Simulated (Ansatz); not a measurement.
`CC(C)[Si]Cl` + `CNC` → `CN(C)[Si]Cl` + `CCC` at 400 K and 1 bar (ligand exchange at the Si–C bond).

Calculated with Ansatz (gas phase, PBE0-D4/def2-TZVP geometries, no zero-point term in ΔE). CCSD(T)/CBS is the MP2 limit (def2-TZVPP, def2-QZVPP) plus CCSD(T) − MP2 in def2-TZVPP, frozen cores. One conformer a species, not always the lowest.

| species | CCSD(T)/CBS energy (Eh) | H − E (kJ/mol) | S (J/(mol·K)) |
| --- | --- | --- | --- |
| `CC(C)[Si]Cl` | -867.23764 | 282.0 | 394.0 |
| `CNC` | -135.00321 | 264.6 | 293.2 |
| `CN(C)[Si]Cl` | -883.31525 | 253.9 | 374.3 |
| `CCC` | -118.98051 | 294.1 | 291.8 |

H − E and S are ideal-gas, rigid-rotor, harmonic terms from PBE0-D4/def2-TZVP, for one conformer and one mirror image of each species. 1 Eh = 2625.50 kJ/mol, R = 8.31446 J/(mol·K).

By hand: ΔE, ΔH, ΔS and ΔG.

ΔE = (-883.31525) + (-118.98051) − (-867.23764) − (-135.00321) = -0.05491 Eh = -144.2 kJ/mol. Δ(H − E) = 253.9 + 294.1 − 282.0 − 264.6 = 1.4, so ΔH = -142.8 kJ/mol. ΔS = 374.3 + 291.8 − 394.0 − 293.2 = -21.1 J/(mol·K). ΔG = -142.8 − 400 × (-21.1)/1000 = -134.4 kJ/mol.

By hand: the equilibrium constant, and the temperature at which ΔG would vanish if ΔH and ΔS stayed fixed.

log₁₀ K = −ΔG/(RT ln 10) = 17.6. ΔG = 0 at ΔH/ΔS = 6768 K, far beyond where these terms or the molecules hold.

ΔH outweighs TΔS. A doubt of 5 kJ/mol in ΔE shifts log₁₀ K by 0.7 here. Other conformers and mirror images would add mixing entropy, several J/(mol·K) or more a flexible species. Modes under 60 cm⁻¹, often nearly free rotors, make the harmonic entropy too high. These are equilibria of isolated gas molecules and say nothing of rates. Largest T1 diagnostic: 0.013 (customary marks: 0.02 for closed shells, 0.045 for open ones).
